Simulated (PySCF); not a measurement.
Harmonic spectrum computed at PBE0 in the def2-SVP basis family (core potentials from Rb on, PySCF, no spin–orbit coupling):

```csv
symmetry,ω (cm⁻¹),IR (km/mol)
a',117,18.4
a',177,7.8
a'',196,25.1
a',379,298
a'',405,0.2
a'',498,169
a',525,175
a'',668,132
a',676,58.7
a',925,150
a'',3969,257
a',3972,78.8
```

Task: Which molecule gave it? In each, all ligands are bound to the one heavy central atom.
A. WO(OH)₂ (singlet)
B. HfO(OH)₂ (singlet)
C. ZrO(OH)₂ (singlet)
D. PdO(OH)₂ (triplet)

Result: B. It has Cs symmetry with Hf–O 1.769 Å, Hf–O 1.960 Å (×2), O–H 0.959 Å (×2).
